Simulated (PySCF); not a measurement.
# From a computed spectrum to the compound

A species of 3 atoms with charge 0 has these harmonic modes (PBE0, small Gaussian bases with core potentials, PySCF 2.14.0):

```json
{"cm⁻¹": "184", "km/mol": "23.1", "symmetry": "a'"}
{"cm⁻¹": "562", "km/mol": "110.7", "symmetry": "a'"}
{"cm⁻¹": "839", "km/mol": "145.9", "symmetry": "a'"}
```

Which species is it, and in which structure?

TmOF (singlet in the valence; each metal's 4f electrons, 12 of them, lie in its core potential, out of spins and levels):
```xyz
3

Tm    0.0382    0.0000   -0.1820
O     1.5313    0.0000    0.8354
F    -1.6289    0.0000    0.9148
```
Ideal gas at 298.15 K and 1 bar: S = 298.3 J/(mol K), Cp = 48.2 J/(mol K), H − H(0 K) = 12.1 kJ/mol (rigid rotor, harmonic modes, spin degeneracy alone, that of the 4f electrons in the core included). An lcecp potential fixes the number of 4f electrons, so in runs with it no electron can move into or out of that shell.
 The answer isn't unique; the calculation gave this one.
